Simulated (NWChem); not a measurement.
Species: BiH₃O₃; SMILES [OH][Bi]([OH])[OH]

```xyz
7

Bi    -0.0006    -0.0013     0.2909
O     -0.1501    -1.7610    -0.8217
H     -0.7945    -1.6120    -1.5284
O     -1.4478     1.0180    -0.8152
H     -0.9915     1.5087    -1.5138
O      1.6029     0.7543    -0.8112
H      1.7970     0.1241    -1.5199
```
Atoms are numbered in this order, from 1.

Computed with NWChem. Geometry: optimised at PBE0/def2-SVP. def2 effective core potentials on Bi; no spin-orbit coupling.

For level B3LYP/def2-SVP:

```yaml
highest occupied level (eV): -7.48
orbital gap (eV): 6.58
dipole (D): 0.86
```

**Question.** What are these values for level PBE/def2-SVP?

**Answer.** 
* **highest occupied level (eV)**: -6.17
* **orbital gap (eV)**: 4.80
* **dipole (D)**: 0.60
